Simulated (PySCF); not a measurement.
# C₆ coefficients of unlike pairs at BP86

Calculated with PySCF 2.14 from the dipole response of each species, C₆(A,B) = (3/π) ∫ α_A(iu) α_B(iu) du, in atomic units, from isotropic polarisabilities. For ions this is the dispersion term alone; charge-induced terms of lower order in 1/R come first.

| species | configuration | basis | relativity | α (bohr³) | C₆ (like pair) |
| --- | --- | --- | --- | --- | --- |
| Sn²⁺ | [Kr] 4d10 5s2 (1S) | aug-cc-pwCVTZ-DK3 (10s9p7d4f1g) | spin-free X2C | 14.85 | 83.72 |
| Li | [He] 2s1 (2S) | dyall-acv3z (15s9p3d) | spin-free X2C | 146.7 | 1183 |
| S⁺ | [Ne] 3s2 3p3 (4S) | aug-cc-pCVTZ-DK with one added diffuse shell each of s, p, d, f type (9s8p6d4f) | spin-free X2C | 11.00 | 54.33 |
| Ta²⁺ | [Xe] 4f14 5d3 (4F) | x2c-TZVPPall with one added diffuse shell each of s, p, d, f type (12s8p8d4f1g) | spin-free X2C | 15.66 | 89.23 |

(1) Estimate C₆ for S⁺ with Li.

No spin-orbit coupling is included.

The other pairs:

```
      pair     C₆
  S⁺, Sn²⁺  66.94
  Ta²⁺, Li  216.6
  Li, Sn²⁺  209.4
  Ta²⁺, S⁺  69.10
Ta²⁺, Sn²⁺  86.33
```

Answers

(1) The integral gives 160.6. The combination rule 2 C_A C_B / (C_A α_B/α_A + C_B α_A/α_B) gives 158.1 and the geometric mean 253.5.
